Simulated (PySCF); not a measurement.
C2H5AlF2, SMILES C[CH2][Al]([F])[F].

The structure is a stationary point at B3LYP-D3(BJ)/def2-SVP. The structure was generated by enumeration; whether it is a known compound was not checked. Other conformers were not sampled.

Method: PBE/def2-TZVP run with PySCF.

The molecule is in vacuum.

Computed frontier levels, gap, dipole moment and polarisability:
```
Property                                                                                                        Value
---------------------------------------------------------------------------------------------  ----------------------
highest occupied level                                                                                       -7.23 eV
lowest empty level                                                                                           -1.42 eV
orbital gap                                                                                                   5.81 eV
dipole moment                                                                                                  2.41 D
quadrupole, principal values (traceless, Buckingham form, about the centre of nuclear charge)  -5.90, -2.38, 8.28 D·Å
mean static polarisability                                                                       48.0 bohr³ (7.11 Å³)
polarisability, principal values                                                               41.3, 46.1, 56.5 bohr³
```
